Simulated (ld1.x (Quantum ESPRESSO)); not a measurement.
# Plane-wave convergence, PAW potential for K

ld1.x (Quantum ESPRESSO) 7.5 input, shortened:

```
&input
   title='K', zed=19., rel=1, dft='PBE', iswitch=3,
   config='[Ar] 3d-2 4s1 4p0'
 /
 &inputp
   pseudotype=3, lpaw=.true., tm=.true., lloc=-1, rcloc=2.35,
   nlcc=.true., new_core_ps=.true.,
   which_augfun='PSQ', rmatch_augfun_nc=.true.
 /
6
3S  1  0   2.00   0.00  1.70  1.95  0.0
4S  2  0   1.00   0.00  1.70  1.95  0.0
3P  2  1   6.00   0.00  2.00  2.35  0.0
4P  3  1   0.00   0.00  2.00  2.35  0.0
3D  3  2  -2.00   0.10  2.25  2.80  0.0
3D  3  2  -2.00   0.90  2.25  2.80  0.0
 &test
   configts(1)='3s2 3p6 4s1 4p0'
 /
```

The pseudo-atom Hamiltonian at the reference potential is diagonalised in spherical Bessel functions j_l(qr) that vanish at 20 bohr, with q² up to the cutoff. All-electron valence levels (Ry): 3s -2.5976, 4s -0.1704, 3p -1.3828, 4p -0.0591.

**Question.** How do the lowest levels (Ry) of each channel move with the cutoff, and are there ghosts?

**Answer.**

| cutoff (Ry) | s #1 | s #2 | s #3 | p #1 | p #2 | d #1 | f #1 | Σ f·Δε (mRy) |
| --- | --- | --- | --- | --- | --- | --- | --- | --- |
| 8 | -2.5698 | -0.1611 | 0.0101 | -1.3565 | -0.0514 | 0.0131 | 0.0843 | 222.8 |
| 10 | -2.5877 | -0.1641 | 0.0092 | -1.3737 | -0.0529 | 0.0127 | 0.0843 | 80.4 |
| 12 | -2.5950 | -0.1665 | 0.0085 | -1.3802 | -0.0541 | 0.0126 | 0.0843 | 24.5 |
| 15 | -2.5971 | -0.1683 | 0.0079 | -1.3824 | -0.0561 | 0.0126 | 0.0843 | 5.2 |
| 18 | -2.5974 | -0.1698 | 0.0074 | -1.3825 | -0.0576 | 0.0126 | 0.0843 | 2.7 |
| 21 | -2.5975 | -0.1702 | 0.0073 | -1.3826 | -0.0585 | 0.0126 | 0.0843 | 1.8 |
| 25 | -2.5975 | -0.1704 | 0.0073 | -1.3827 | -0.0588 | 0.0126 | 0.0843 | 0.6 |
| 30 | -2.5976 | -0.1704 | 0.0072 | -1.3827 | -0.0588 | 0.0126 | 0.0843 | 0.2 |
| 35 | -2.5976 | -0.1704 | 0.0072 | -1.3827 | -0.0588 | 0.0126 | 0.0843 | 0.1 |
| 400 | -2.5977 | -0.1704 | 0.0072 | -1.3828 | -0.0588 | 0.0126 | 0.0843 | 0.0 |

Result: no extra level below or beside the all-electron valence levels (s, p, d, f tested); 10 mRy is reached at 15 Ry and 1 mRy at 25 Ry.
